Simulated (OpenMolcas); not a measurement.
## Computed transition rates of Si2+

```json
{
  "Program": "OpenMolcas 26.06",
  "Method": "MS-CASPT2, IPEA 0.25 Eh, imaginary shift 0.1 Eh (closed shells correlated: 2s 2p)",
  "Basis": "ANO-R3 [6s5p4d2f1g]",
  "Scalar Hamiltonian": "X2C, finite nucleus",
  "Active space": "2 electrons in 4 orbitals (3s 3p)",
  "State averaging": "2S+1 = 3 even, 3 roots; 2S+1 = 1 even, 7 roots; 2S+1 = 3 odd, 3 roots; 2S+1 = 1 odd, 3 roots",
  "Spin-orbit coupling": "RASSI with atomic mean-field integrals over the reference wave functions, term energies averaged over their components"
}
```

Rates come from the transition moments of the reference wave functions (E1 and E2 in the length form). At fixed line strength A goes as λ^-3 for E1 and M1 and as λ^-5 for E2, so a rate at the computed wavelength can be rescaled to the measured one. Measured vacuum wavelengths follow from level energies in NIST levels in Kelleher and Podobedova, J. Phys. Chem. Ref. Data 37, 1285 (2008). Branching counts decays inside the model space alone, at computed energies, and the table is only a selection of the E1 lines, drawn from those between levels with measured partners whose computed energy lies within a factor of 1.5 of the measured one.

```json
{"Upper": "3p2 1S0", "Lower": "3s 3p 1P* 1", "Type": "E1", "λ computed (nm)": "143.8", "λ measured (nm)": "141.7", "A computed (s-1)": "3.27e+09", "A rescaled (s-1)": "3.42e+09", "Branching %": "100.0"}
{"Upper": "3p2 3P0", "Lower": "3s 3p 3P* 1", "Type": "E1", "λ computed (nm)": "129.4", "λ measured (nm)": "130.1", "A computed (s-1)": "2.60e+09", "A rescaled (s-1)": "2.56e+09", "Branching %": "100.0"}
{"Upper": "3p2 3P2 [72 %]", "Lower": "3s 3p 3P* 2", "Type": "E1", "λ computed (nm)": "129.4", "λ measured (nm)": "129.9", "A computed (s-1)": "1.41e+09", "A rescaled (s-1)": "1.39e+09", "Branching %": "69.3"}
{"Upper": "3p2 3P1", "Lower": "3s 3p 3P* 2", "Type": "E1", "λ computed (nm)": "129.6", "λ measured (nm)": "130.3", "A computed (s-1)": "1.08e+09", "A rescaled (s-1)": "1.06e+09", "Branching %": "41.4"}
{"Upper": "3p2 3P1", "Lower": "3s 3p 3P* 0", "Type": "E1", "λ computed (nm)": "129.1", "λ measured (nm)": "129.7", "A computed (s-1)": "8.74e+08", "A rescaled (s-1)": "8.62e+08", "Branching %": "33.5"}
{"Upper": "3p2 3P1", "Lower": "3s 3p 3P* 1", "Type": "E1", "λ computed (nm)": "129.2", "λ measured (nm)": "129.9", "A computed (s-1)": "6.53e+08", "A rescaled (s-1)": "6.43e+08", "Branching %": "25.1"}
{"Upper": "3p2 1D2 [72 %]", "Lower": "3s 3p 3P* 2", "Type": "E1", "λ computed (nm)": "128.8", "λ measured (nm)": "144.7", "A computed (s-1)": "5.44e+08", "A rescaled (s-1)": "", "Branching %": "48.8"}
{"Upper": "3p2 3P2 [72 %]", "Lower": "3s 3p 3P* 1", "Type": "E1", "λ computed (nm)": "129", "λ measured (nm)": "129.5", "A computed (s-1)": "4.80e+08", "A rescaled (s-1)": "4.74e+08", "Branching %": "23.6"}
{"Upper": "3p2 1D2 [72 %]", "Lower": "3s 3p 1P* 1", "Type": "E1", "λ computed (nm)": "216.9", "λ measured (nm)": "254.3", "A computed (s-1)": "3.93e+08", "A rescaled (s-1)": "2.44e+08", "Branching %": "35.3"}
{"Upper": "3p2 1D2 [72 %]", "Lower": "3s 3p 3P* 1", "Type": "E1", "λ computed (nm)": "128.5", "λ measured (nm)": "144.2", "A computed (s-1)": "1.78e+08", "A rescaled (s-1)": "", "Branching %": "15.9"}
{"Upper": "3p2 3P2 [72 %]", "Lower": "3s 3p 1P* 1", "Type": "E1", "λ computed (nm)": "218.6", "λ measured (nm)": "211.8", "A computed (s-1)": "1.45e+08", "A rescaled (s-1)": "", "Branching %": "7.1"}
```

Spin-changing lines and M1 lines between different terms are not rescaled, since their strength hangs on the term gaps too.

The largest correction is for 3p2 1D2 [72 %] → 3s 3p 1P* 1 (E1): 3.93e+08 × (216.9 / 254.3)^3 = 2.44e+08 s-1, a factor of 0.62.

The computed rate and branching of 3p2 3P0 → 3s 3p 3P* 1 give the upper level a radiative lifetime of 1.000 / 2.60e+09 s-1 = 3.85e-10 s, counting decays inside the model space alone. The rescaled rate gives about 3.9e-10 s.

The computed order of these levels differs from the measured one in 1 place, and where term gaps are wrong the rates of spin-changing lines can be off by large factors.

No measured rate stands beside these. Rescaling mends the energy factor alone: line strengths can still be far off where a level mixes with configurations outside the active space, and weak or spin-changing lines hang on small mixing coefficients that depend on the term gaps too, so rescaling need not improve them.

Over all roots computed the reference weight is 0.91 to 0.98; the roots of lowest weight are the least certain, and an intruder state may touch them. Some levels mix across a computed gap that differs much from the measured one, so their mixing is not that of the real levels. The ¹D term of p² mixes with s d, which this space lacks. Measured partners are found by configuration, term and J. A level has none where our copy of the source lacks it or the pairing is in doubt (some pairs that miss far off the trend of their configuration count as doubtful). Levels of configurations outside the active space are missing.

A share in square brackets marks a mixed level and gives the weight of the term that names it. * marks odd parity.
